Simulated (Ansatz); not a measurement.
A made-up structure of AlBSiH4O, singlet:

| atom | x (Å) | y (Å) | z (Å) |
| --- | --- | --- | --- |
| B1 | -0.1474 | 0.6692 | -1.1268 |
| Al2 | -0.2581 | 1.2437 | 0.9473 |
| O3 | 0.0932 | -0.4091 | 1.3390 |
| Si4 | 0.2288 | -1.0868 | -0.1843 |
| H5 | -0.2367 | 1.0641 | -2.2454 |
| H6 | 0.0588 | 1.7270 | -1.5282 |
| H7 | 1.5868 | -1.6667 | -0.3974 |
| H8 | -0.7803 | -2.1672 | -0.3854 |

It is relaxed with PBE-D4/def2-SVP and then PBE0-D4/def2-TZVP (Ansatz 0.2.0). Atoms count as bonded within 1.22 times the sum of their covalent radii (H–H: 0.88 Å). The end point is not checked to be a true minimum.

(1) Does its bonding change? (A judgement: the text doesn't fix the answer.)

## Answers

(1) The calculation gives: No: no bond forms or breaks.

Where it ends: The first stage lowers the energy by 2.79 eV in 11 steps. It ends as AlBSiH₄O ([BH2]1[Al]2[O][SiH2]12):
```xyz
8
angstrom
B -0.0290 0.7601 -1.2895
Al -0.4750 1.1588 0.8671
O -0.1146 -0.4465 1.3690
Si 0.2693 -0.9693 -0.1823
H -1.0483 0.9200 -1.9041
H 0.9033 1.4522 -1.5960
H 1.6808 -1.4340 -0.2421
H -0.6414 -2.0670 -0.6034
```

Labels in which every atom is bracketed show which atoms are joined, not bond orders.

For scale, one of the runs: PBE0-D4/def2-TZVP relaxation, 160 basis functions, launched by `ansatz run in.yaml --threads 2 --pin off --events-out ev --progress --plain --max-ram 4352MiB`. The run took about 24 s on 2 CPU threads of an Arm Neoverse V2 (shared host).
